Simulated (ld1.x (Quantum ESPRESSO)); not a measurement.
# Rb (Z = 37): excitation energies, all-electron against TM

| Item | Value |
| --- | --- |
| Element | rubidium |
| Generator | ld1.x (Quantum ESPRESSO) 7.5 |
| Type | norm-conserving Troullier–Martins (Kleinman–Bylander form) |
| Functional | LDA (PZ) |
| Relativity | fully relativistic |
| Frozen core | [Ar] 3d10 |
| Valence charge | 9 |
| Reference configuration | 4s2 4p6 5s1 5p0 |
| Partial waves | 4s (bound): rc 2.20 bohr; 4p (bound): rc 2.65 bohr; 4d channel at -0.15 Ry: rc 2.10 bohr; 4f channel at 0.35 Ry: rc 2.85 bohr |
| Local potential | the f channel |
| Core correction | none |

Open shells are filled in proportion to 2j + 1 (rel_dist='average').

Occupied shells without a wave of their own: 5s. They enter only through the test configuration that unscreens the potential.

Energies are relative to the spin-unpolarised reference configuration 4s2 4p6 5s1 5p0; without spin polarisation the order of configurations can differ from experiment. The f channel is local and has no spin–orbit splitting in the pseudo-atom.

Task: Give the all-electron excitation energy and the error of the potential for: 4s2 4p6 5s0 5p0; 4s2 4p6 5s0.5 5p0; 4s2 4p6 5s0 5p1; 4s2 4p5 5s1 5p0; 4s1 4p6 5s1 5p0.

Result:

| valence configuration | charge | ΔE all-electron (eV) | error AE − PS (meV) |
| --- | --- | --- | --- |
| 4s2 4p6 5s0 5p0 | +1 | 4.277 | -349 |
| 4s2 4p6 5s0.5 5p0 | +0.5 | 1.659 | -134 |
| 4s2 4p6 5s0 5p1 | 0 | 1.620 | -228 |
| 4s2 4p5 5s1 5p0 | +1 | 21.249 | +116 |
| 4s1 4p6 5s1 5p0 | +1 | 37.828 | +130 |

Levels in the configuration 4s2 4p6 5s0.5 5p0:

```json
{"level": "4s j=1/2", "all-electron (eV)": "-34.676", "pseudo (eV)": "-34.832"}
{"level": "4p j=1/2", "all-electron (eV)": "-19.340", "pseudo (eV)": "-19.486"}
{"level": "4p j=3/2", "all-electron (eV)": "-18.439", "pseudo (eV)": "-18.583"}
{"level": "5s j=1/2", "all-electron (eV)": "-4.291", "pseudo (eV)": "-4.626"}
```

The 5s level has no wave, so the channel is fitted at the deeper level alone: the likely source of the large errors.
